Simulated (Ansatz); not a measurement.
Consider the hydrogen abstraction from the Si–H bond: `[SiH3][SeH]` + `[CH3]`• → `[SiH2][SeH]`• + CH₄.

Program: Ansatz. Geometries: PBE0-D4/def2-TZVP. ΔE: electronic, gas phase. CBS: MP2 limit from def2 TZ/QZ plus the TZ coupled-cluster correction, frozen cores. This one scheme is used for every species. DFT in def2-TZVPP. B3LYP here is the variant with VWN-RPA as its local correlation; programs differ in this. HSE06 is defined as in plane-wave codes. No spin–orbit coupling; open shells (•) take unrestricted orbitals. For Se outer-core shells are correlated without core-valence functions, which leaves a few kJ/mol of doubt a bond. Scalar relativity is left out up to krypton.

`[SiH3][SeH]`:

```xyz
6

Si    0.041    0.421   -0.391
Se   -0.717   -0.623    1.488
H     1.502    0.671   -0.322
H    -0.692    1.709   -0.431
H    -0.259   -0.372   -1.609
H     0.125   -1.806    1.265
```

`[CH3]`•:

Cartesian coordinates in Å:
```
C 0.000 0.000 0.000
H -1.062 0.126 0.152
H 0.363 -0.771 -0.664
H 0.699 0.645 0.512
```

`[SiH2][SeH]`•:

Cartesian coordinates in Å:
```
Si 0.247 -0.489 0.593
Se -1.050 0.191 -1.144
H 1.371 0.462 0.828
H -0.666 -0.507 1.770
H 0.099 0.343 -2.047
```

CH₄:

```xyz
5

C     0.000    0.000    0.000
H     1.046    0.022   -0.304
H    -0.089   -0.512    0.958
H    -0.585   -0.530   -0.751
H    -0.372    1.020    0.097
```

| level | ΔE (kJ/mol) | difference from CCSD(T)/CBS |
| --- | --- | --- |
| LDA (SPW92) | -114.4 | -38.8 |
| PBE-D4 | -97.0 | -21.4 |
| BLYP-D4 | -88.9 | -13.3 |
| B97M-V | -86.5 | -10.9 |
| PBE0-D4 | -86.9 | -11.3 |
| B3LYP-D4 | -82.3 | -6.7 |
| r2SCANh-D4 | -77.7 | -2.1 |
| r2SCAN0-D4 | -75.3 | 0.3 |
| HSE06-D4 | -87.3 | -11.7 |
| BHLYP-D4 | -70.0 | 5.6 |
| CAM-B3LYP-D4 | -78.0 | -2.4 |
| ωB97X-V | -76.9 | -1.3 |
| ωB97M-V | -77.0 | -1.4 |
| B2PLYP | -79.4 | -3.8 |
| PBE-QIDH | -80.1 | -4.5 |
| PBE | -96.9 | -21.3 |
| revPBE | -92.5 | -16.9 |
| r2SCAN | -79.5 | -3.9 |
| PBE0 | -86.9 | -11.3 |
| B3LYP | -82.2 | -6.6 |
| r2SCANh | -77.7 | -2.1 |
| r2SCAN0 | -75.3 | 0.3 |
| BHLYP | -69.7 | 5.9 |
| CAM-B3LYP | -78.0 | -2.4 |
| LC-ωPBE | -77.8 | -2.2 |
| RPA@PBE/def2-TZVPP | -77.5 | -1.9 |
| HF/def2-SVP | -48.3 | 27.3 |
| MP2/def2-SVP | -85.4 | -9.8 |
| CCSD/def2-SVP | -77.7 | -2.1 |
| CCSD(T)/def2-SVP | -80.9 | -5.3 |
| HF/def2-TZVPP | -43.8 | 31.8 |
| MP2/def2-TZVPP | -81.2 | -5.6 |
| SCS-MP2/def2-TZVPP | -74.9 | 0.7 |
| CCSD/def2-TZVPP | -71.7 | 3.9 |
| CCSD(T)/def2-TZVPP | -76.1 | -0.5 |
| HF/def2-QZVPP | -43.6 | 32.0 |
| MP2/def2-QZVPP | -80.9 | -5.3 |
| SCS-MP2/def2-QZVPP | -74.5 | 1.1 |
| HF/CBS(def2) | -43.5 | 32.1 |
| MP2/CBS(def2) | -80.8 | -5.2 |
| CCSD(T)/CBS | -75.6 | 0 |

Largest T1 diagnostic among the species: 0.014.

At CCSD(T), def2-SVP lies −5.3 kJ/mol from the extrapolated value and def2-TZVPP −0.5 kJ/mol. Leaving LDA and LC-ωPBE aside and taking each functional with its dispersion term where it has one, the values spread over 27.0 kJ/mol, from PBE-D4 to BHLYP-D4. LDA lies −17.5 kJ/mol from PBE without D4.
